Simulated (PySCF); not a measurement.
**31P chemical shifts**

- coordinates at the GFN2-xTB level
- shielding tensors at PBE0/pcSseg-1 (GIAO)
- program: PySCF 2.14
- rapidly exchanging positions averaged, a single conformation, non-relativistic Hamiltonian, no solvent

Shieldings were converted by a linear fit to measured shifts: 31P: δ = 270.09 − 0.828σ (rms 18.1 ppm, 64 shifts vs H3PO4, solution or neat liquid). Occasional misses reach two or three times the rms, and more in compound classes unlike the fitted ones.

Question: Give the 31P shifts of `Cc1ccc(F)pc1`.

Answer: 
```json
{"compound": "Cc1ccc(F)pc1", "environment": "phosphorus bonded to 2 C, in a 6-membered ring", "δ (ppm)": "153.2"}
```

Question: Order these by 31P shift, lowest first.
A. Cc1cc(F)ccp1
B. FPF
C. C#C[Si@@](C)(O)P
D. Cc1ccc(F)pc1

Answer: C (-213.8 ppm, phosphorus bonded to Si, 2 H), D (153.2 ppm, phosphorus bonded to 2 C, in a 6-membered ring), A (173.8 ppm, phosphorus bonded to 2 C, in a 6-membered ring), B (213.5 ppm, phosphorus bonded to 2 F, H).
